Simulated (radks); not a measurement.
Dy IV, configuration [Xe] 4f9. All-electron calculation, Dirac Kohn-Sham, BLYP, spin-unpolarised, spherical densities, finite nucleus; open shells are shared between the two j in proportion to 2j + 1; Fermi nuclear charge, rms radius 5.2218 fm. Program: a radial shooting solver on a logarithmic mesh with Libxc functionals.

X-ray form factor f0, the Fourier transform of the density (f0(0) = 63):

sin(theta)/lambda (1/angstrom),f0 (electrons)
0.05,62.377
0.1,60.607
0.15,57.958
0.2,54.775
0.25,51.386
0.3,48.041
0.4,42.007
0.5,37.025
0.6,32.900
0.8,26.420
1,21.793
1.25,18.060
1.5,15.682
2,12.141
